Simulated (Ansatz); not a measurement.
C3H6BrN (`C=C(N)CBr`) at its PBE0-D4/def2-TZVP geometry, where that method's forces vanish. Charge 0, multiplicity 1.

```xyz
11

C     0.3161   -0.2371    1.4667
C    -0.1387   -0.0418    0.2250
N    -1.3907   -0.4135   -0.2298
C     0.6677    0.7354   -0.7517
Br    1.0558   -0.3052   -2.3733
H     1.2819    0.1444    1.7654
H    -0.2741   -0.7546    2.2138
H    -1.8662   -1.0896    0.3463
H    -1.4145   -0.6677   -1.2068
H     0.1314    1.6111   -1.1138
H     1.6313    1.0186   -0.3418
```

Task: What forces (eV/Å) does PBE-D4/def2-TZVPP give on these atoms in Ansatz 0.2.0? (Best estimate.)

Result: Ansatz gave: 
```
C1   0.166 -0.077  0.436
C2  -0.024  0.096 -0.355
N3  -0.142  0.198  0.025
C4  -0.050  0.069  0.157
Br5  0.084 -0.207 -0.355
H6   0.197  0.077  0.077
H7  -0.115 -0.103  0.171
H8  -0.185 -0.235  0.191
H9  -0.032 -0.082 -0.353
H10 -0.099  0.191 -0.086
H11  0.199  0.072  0.093
```
